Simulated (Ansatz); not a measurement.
A run for Ansatz (a quantum-chemistry and plane-wave program): R-B2PLYP/def2-TZVPPD on ClH5Si (a complex). Files ending in .json are basis or fitting sets from the Basis Set Exchange.

Ansatz 0.2 input:
```yaml
crystal:
  periodic: [false, false, false]
  atoms:
    - {symbol: Cl, position_ang: [0.62551507, 1.13809305, -0.22468063]}
    - {symbol: H, position_ang: [1.11864222, -0.03363166, -0.05764518]}
    - {symbol: Si, position_ang: [-0.17786572, -0.08132707, 3.25419089]}
    - {symbol: H, position_ang: [-0.31464732, 1.38828997, 3.33470284]}
    - {symbol: H, position_ang: [-1.15899545, -0.62873967, 2.29142898]}
    - {symbol: H, position_ang: [-0.41559670, -0.67769408, 4.58898788]}
    - {symbol: H, position_ang: [1.19066614, -0.43091569, 2.80763191]}
basis:
  gaussian:
    orbitals: def2-TZVPPD.json
hamiltonian:
  xc: {name: B2PLYP}
magnetization: {spin_polarized: false}
correlation: {electrons: outside_noble_gas}
scf: {lower_state_search: off}
```

It printed:

```
WARN ansatz: RAYON_NUM_THREADS=2 ignored (pool sized by the plan → 2); use --threads N
Functional definition: B2PLYP
these checks for a lower state are left out or cut short: stability, starts, cluster_reference, orbital_swaps, neighbouring_geometries, increment
integrals: 0.25 GiB planned
1011 factors; integrals over basis functions are off by at most 9.9e-4 eV
mean field: 0.75 GiB planned
mean field evaluation 1: about -20471.5981 eV, gradient 1.1e1 eV
mean field evaluation 2: about -20471.6337 eV, gradient 1.1e1 eV
mean field evaluation 4: about -20472.0512 eV, gradient 1.2e0 eV
mean field evaluation 8: about -20472.0547 eV, gradient 1.4e-2 eV
mean field evaluation 16: about -20472.0547 eV, gradient 6.5e-6 eV
mean field -20472.05465373 eV, -752.3341320674 hartree, gradient 6.5e-6 eV, S^2 0.000000; 0 other end points of the search recorded, 0 dependent functions left out
10 core orbitals not correlated
reference -20472.05483605 eV, -752.3341387677 hartree; 8, 8 occupied and 166, 166 virtual orbitals, 1011 factors
second order -11.63445254 eV of doubles, -0.00000000 eV of singles
Total energy: -20475.19613824 eV, -752.4495794938 hartree
Checks for a lower state left out: stability, starts, cluster_reference, orbital_swaps, neighbouring_geometries, increment
```

The calculation finished and met its thresholds.

Cost: around 3 core-seconds (rough).
